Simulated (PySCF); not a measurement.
C7H6.
InChI=1S/C7H6/c1-3-5-7-6-4-2/h3H,1H2,2H3

Level: PBE0/def2-SVPD in PySCF, non-relativistic, on one gas-phase PBE0-D3(BJ)/def2-SVP geometry that isn't relaxed in the solvent. The solvent is an IEF-PCM continuum (Bondi radii, 1.10 Å for H, scaled by 1.2), and excitations are vertical TDDFT with non-equilibrium linear response and a frozen core. The model holds no explicit solvent molecules, cavitation or dispersion.

Gas-phase singlets (H = HOMO, L = LUMO):

```csv
state,E (eV),λ (nm),f,leading configurations
S1,3.975,312,0.000,H-1→L 96%
S2,4.323,287,0.188,"H→L 71%, H-1→L+1 25%"
S3,4.490,276,0.000,H→L+1 96%
S4,6.084,204,1.183,"H-1→L+1 44%, H→L+4 26%"
S5,6.278,197,0.001,H→L+2 88%
```

**Question.** How does the list change in cyclohexane (ε = 2.017)?

**Answer.** 
```tsv
state	E (eV)	λ (nm)	f	leading configurations	change by rank (eV)
S1	4.004	310	0.000	H-1→L 96%	+0.029
S2	4.278	290	0.293	H→L 76%, H-1→L+1 20%	-0.045
S3	4.496	276	0.000	H→L+1 96%	+0.006
S4	5.896	210	1.523	H-1→L+1 55%, H→L 20%	-0.188
S5	6.311	196	0.001	H→L+2 87%	+0.033
```

**Question.** Give the list for chloroform (ε = 4.711), n² = 2.09.

**Answer.** 
```json
{"state": "S1", "E (eV)": "4.029", "λ (nm)": "308", "f": "0.000", "leading configurations": "H-1→L 96%", "change by rank (eV)": "+0.054"}
{"state": "S2", "E (eV)": "4.293", "λ (nm)": "289", "f": "0.296", "leading configurations": "H→L 76%, H-1→L+1 20%", "change by rank (eV)": "-0.030"}
{"state": "S3", "E (eV)": "4.502", "λ (nm)": "275", "f": "0.000", "leading configurations": "H→L+1 96%", "change by rank (eV)": "+0.012"}
{"state": "S4", "E (eV)": "5.910", "λ (nm)": "210", "f": "1.549", "leading configurations": "H-1→L+1 55%, H→L 20%", "change by rank (eV)": "-0.174"}
{"state": "S5", "E (eV)": "6.322", "λ (nm)": "196", "f": "0.001", "leading configurations": "H→L+2 90%", "change by rank (eV)": "+0.044"}
```

**Question.** The ground-state energy changes by -0.133 eV from gas to chloroform. By how much does the total energy of gas-phase S1 change?

**Answer.** E(S1) = E(S0) + excitation energy, so it changes by -0.133 + 0.054 = -0.079 eV: it is lowered less than the ground state, which is what a blue shift means. This is the vertical state, with the slow part of the continuum still set for S0.

**Question.** How do the frontier levels move from gas to chloroform?

**Answer.** 
```
orbital  gas (eV)  solvent (eV)  change (eV)
 LUMO+2      0.69          0.74        +0.05
 LUMO+1     -0.43         -0.53        -0.10
   LUMO     -1.44         -1.51        -0.07
   HOMO     -6.54         -6.66        -0.12
 HOMO-1     -6.94         -7.07        -0.13
 HOMO-2     -8.66         -8.75        -0.09
 HOMO-3     -9.55         -9.71        -0.16
```

The HOMO–LUMO gap goes from 5.11 to 5.15 eV. Rows go by rank; for LUMO+2 the atom shares or the degeneracy differ between the runs, so the row needn't follow one orbital.
